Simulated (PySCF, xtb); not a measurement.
Br5W, SMILES [Br][W+]([Br])([Br])([Br])[Br], charge +1, multiplicity 1.

xtb 6.7.1 with GFN2-xTB at its own geometry gives an orbital gap of 2.32 eV.

The structure is a stationary point at B3LYP-D3(BJ)/def2-SVP. The multiplicity is an assumed one; other spin states were not compared. The def2 effective core potentials stand for the cores of W; spin–orbit coupling is left out.

Question: What does PBE/def2-TZVP (PySCF) give? (The exact figures need the calculation; the answer reports its results.)

Answer: gap 1.68 eV (levels -11.69 and -10.01 eV).
